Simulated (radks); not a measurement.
The numbers below are computed, except where a source is named.
Coulomb parameter of the 5d shell of the tungsten ion W3+ in the model configuration [Xe] 4f14 5d1.5 6p1.5, as a second difference U = [E(n + 1) + E(n - 1) - 2 E(n)] / (1)^2 with all orbitals relaxed. "Bare": the charge of the atom changes with n. "Screened": the 6p shell takes up the change at fixed total charge, which measures U(5d,5d) + U(6p,6p) - 2 U(5d,6p). Code: a radial shooting solver on a logarithmic mesh with Libxc functionals. Model: Dirac Kohn-Sham, PBE, spin-unpolarised, spherical densities, point nucleus; open shells are shared between the two j in proportion to 2j + 1.

case,configuration,E - E(n) (eV)
start,[Xe] 4f14 5d1.5 6p1.5,0.000
bare +1,[Xe] 4f14 5d2.5 6p1.5,-30.473
bare -1,[Xe] 4f14 5d0.5 6p1.5,42.627
screened +1,[Xe] 4f14 5d2.5 6p0.5,-11.903
screened -1,[Xe] 4f14 5d0.5 6p2.5,13.669

U(bare) = 12.153 eV, U(screened by 6p) = 1.766 eV.
